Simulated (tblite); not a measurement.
Compound: C₄H₈FO₂ (doublet state).
Cartesian coordinates in Å at the GFN2-xTB level; atoms count from 1:
```
atom  x, y, z in Å
C1    -2.7134   -0.5521   -0.3749
C2    -1.3147   -0.3065    0.1480
O3    -0.5854    0.4617   -0.8615
C4     0.6626    0.7782   -0.6154
F5     0.8432    1.6861    0.4196
O6     1.5902   -0.2122   -0.6026
C7     2.9369    0.1771   -0.4147
H8    -3.2814   -1.1218    0.3562
H9    -3.2142    0.3943   -0.5575
H10   -2.6700   -1.1083   -1.3067
H11   -0.7762   -1.2448    0.3147
H12   -1.3326    0.2751    1.0757
H13    3.5140   -0.7446   -0.4021
H14    3.2727    0.8152   -1.2369
H15    3.0640    0.7106    0.5305
```

All values are computed: GFN2-xTB (tblite) harmonic vibrations without scaling, gas phase. The method is semi-empirical: single wavenumbers can be off by several per cent or more. One conformer, not necessarily the lowest. Open shells enter through the occupations alone, without spin polarisation, and single modes of such species can be off by tens of per cent.

Harmonic wavenumbers (cm⁻¹): 44.0, 46.1, 63.8, 122.7, 191.2, 195.7, 264.5, 315.5, 446.3, 518.3, 659.6, 808.8, 829.9, 855.8, 1002.3, 1032.2, 1098.4, 1112.4, 1115.3, 1128.3, 1174.7, 1233.2, 1263.6, 1326.5, 1395.4, 1398.3, 1453.0, 1462.5, 1463.3, 1467.5, 1488.9, 2926.2, 2939.4, 2947.4, 2972.7, 3038.2, 3039.9, 3056.5, 3058.6.

A = 6254, B = 1391, C = 1243 MHz; mass 107.051 u (most abundant isotopes); point group C1, symmetry number 1; spin multiplicity 2.

Q: Zero-point energy?

A: Half the sum of the wavenumbers: 25478 cm⁻¹ = 304.79 kJ/mol.

Q: What is S at 298.15 K and 1 bar for an ideal gas of classical rigid rotors and harmonic oscillators?

A: Translation 167.14, rotation 116.27, vibration 116.23, spin (R ln 2) 5.76: S = 405.4 J/(mol K).

Q: And Cp and H(298.15 K) − H(0)?

A: Cp = 131.03 J/(mol K), of which vibrations give 97.77 (their classical limit is 39 R = 324.3); H(298.15 K) − H(0) = 26.40 kJ/mol without the zero-point energy, 16.49 from vibrations.

Q: Blend soft modes into free rotors: weight 1/[1 + (100 cm⁻¹/ν̃)⁴] for the oscillator and the rest for a rotor with moment μB/(μ + B), μ = h/(8π²ν), B = 10⁻⁴⁴ kg m². What vibrational entropy results?

A: 100.98 J/(mol K) in place of 116.23, which changes −T·S at 298.15 K by +4.55 kJ/mol.

Q: What must be added to the electronic energy to get the Gibbs energy at 298.15 K and 1 bar?

A: ZPE + [H(298.15 K) − H(0)] − T·S = 304.79 + 26.40 − 120.87 = 210.32 kJ/mol.

Q: How do the functions run with temperature in this model?

A: 
```json
{"T (K)": "100", "S (J/(mol K))": "296.5", "Cp (J/(mol K))": "78.2", "H − H(0) (kJ/mol)": "5.75", "G − H(0) (kJ/mol)": "-23.90", "ln q(vib)": "2.34"}
{"T (K)": "200", "S (J/(mol K))": "359.0", "Cp (J/(mol K))": "104.0", "H − H(0) (kJ/mol)": "14.90", "G − H(0) (kJ/mol)": "-56.89", "ln q(vib)": "5.03"}
{"T (K)": "300", "S (J/(mol K))": "406.2", "Cp (J/(mol K))": "131.6", "H − H(0) (kJ/mol)": "26.65", "G − H(0) (kJ/mol)": "-95.22", "ln q(vib)": "7.37"}
{"T (K)": "500", "S (J/(mol K))": "487.0", "Cp (J/(mol K))": "187.7", "H − H(0) (kJ/mol)": "58.75", "G − H(0) (kJ/mol)": "-184.74", "ln q(vib)": "11.59"}
{"T (K)": "800", "S (J/(mol K))": "588.8", "Cp (J/(mol K))": "244.9", "H − H(0) (kJ/mol)": "124.38", "G − H(0) (kJ/mol)": "-346.62", "ln q(vib)": "17.38"}
{"T (K)": "1000", "S (J/(mol K))": "646.2", "Cp (J/(mol K))": "269.8", "H − H(0) (kJ/mol)": "175.99", "G − H(0) (kJ/mol)": "-470.24", "ln q(vib)": "20.94"}
```

q(vib) and H(0) count from the zero-point level.

Q: Which modes carry the vibrational entropy at 298.15 K?

A: 44.0 cm⁻¹: 21.21; 46.1 cm⁻¹: 20.83; 63.8 cm⁻¹: 18.14; 122.7 cm⁻¹: 12.79; 191.2 cm⁻¹: 9.27; 195.7 cm⁻¹: 9.09 J/(mol K); the other 33 give 24.89 together.

Hindered rotation and anharmonicity are outside this model. Other conformers, if any are populated, would add a mixing term that is left out. The structure is chiral; the term R ln 2 for an equal mix with its mirror image is left out.
